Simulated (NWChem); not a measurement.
C$_{3}$HF$_{3}$; SMILES FC=C=C(F)F

All runs: NWChem. Pople sets run with spherical d functions. Coordinates come from a PBE-D3(BJ)/def2-SVP optimisation. Level: M06-2X/6-31G* with COSMO at NWChem's default radii, gas-phase geometry; the question gives the dielectric constant.

### Question
Predict the results for dielectric constant 2.0. Quantities: electrostatic solvation energy (kcal/mol); dipole in solution (D).

### Answer
```json
{
 "electrostatic solvation energy (kcal/mol)": "-1.0",
 "dipole in solution (D)": "1.57"
}
```
